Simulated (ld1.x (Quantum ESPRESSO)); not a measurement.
## K, TM: configuration errors across variants

K (Z = 19), norm-conserving Troullier–Martins (Kleinman–Bylander form), made with ld1.x (Quantum ESPRESSO) 7.5 (PBE, fully relativistic). Core [Ne], reference 3s2 3p6 3d0 4s0 4p0 (charge +1). Waves: 3s (bound): rc 1.65 bohr; 3p (bound): rc 1.35 bohr; 3d (bound, empty): rc 2.35 bohr. Local part: all-electron potential smoothed inside 1.55 bohr (lloc = -1). Core correction: Bessel-smoothed model core inside 1.30 bohr.

Open shells are filled in proportion to 2j + 1 (rel_dist='average').

All-electron excitation energies from the reference (eV): (1) 3s2 3p6 3d0 4s1 4p0 -4.314; (2) 3s2 3p6 3d0 4s0.5 4p0 -2.673; (3) 3s2 3p6 3d0 4s0 4p1 -2.761; (4) 3s2 3p6 3d1 4s0 4p0 -1.858; (5) 3s1 3p6 3d0 4s1 4p0 37.679; (6) 3s2 3p5 3d0 4s1 4p0 20.616; (7) 3s2 3p6 3d0.5 4s0.5 4p0 -3.096.

1 further variants failed, have other tests or another functional or relativity, and are left out.

Errors AE − PS in meV (a dash: test not solved or not reliable):

| change | (1) | (2) | (3) | (4) | (5) | (6) | (7) | bound ghosts |
| --- | --- | --- | --- | --- | --- | --- | --- | --- |
| base | +30 | +21 | +0.5 | -0.1 | +94 | +124 | +18 | not determined |
| wave 3d (bound): rc 2.35 bohr becomes 3d (bound): rc 3.32 bohr | +30 | +21 | +0.5 | +0.8 | +94 | +124 | +18 | not determined |
| local potential all-electron potential smoothed inside 1.06 bohr (lloc = -1) | +72 | +51 | +1.8 | 0.0 | +300 | +308 | +43 | not determined |
| local potential the s channel | +69 | +48 | +7.4 | +0.1 | +249 | +262 | +41 | none |
| wave 3s (bound): rc 1.65 bohr becomes 3s (bound): rc 1.70 bohr | +34 | +24 | +0.5 | -0.1 | +105 | +140 | +20 | not determined |
| wave 3p (bound): rc 1.35 bohr becomes 3p (bound): rc 1.72 bohr | +30 | +21 | +1.0 | -0.1 | +100 | +123 | +18 | none |
| core correction none | +30 | +21 | +0.5 | 0.0 | +101 | +128 | +18 | not determined |
| core correction Bessel-smoothed model core inside 1.28 bohr | +30 | +21 | +0.5 | -0.1 | +94 | +124 | +18 | not determined |

(1) Give the same row for: wave 3s (bound): rc 1.65 bohr becomes 3s (bound): rc 1.12 bohr.

Results:

(1) +5.6, +3.9, +0.5, 0.0, +27, +26, +3.4; bound ghosts: not determined.
